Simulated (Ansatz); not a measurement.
Q: Name a neutral molecule of B, C, O and H with LUMO energy (B3LYP/def2-TZVPP) between 0.05 and 0.35 eV and HOMO energy (B3LYP/def2-TZVPP) between -7.65 and -7.35 eV (Ansatz, PBE0-D4/def2-TZVP geometry).

A: `BC(C)(C)O` (0.13 eV, -7.55 eV); `CC1OB1O` (0.06 eV, -7.48 eV). Other molecules can fit too; these were computed, each in one conformer that needn't be the lowest.

B3LYP here is the variant with VWN-RPA as its local correlation; programs differ in this.
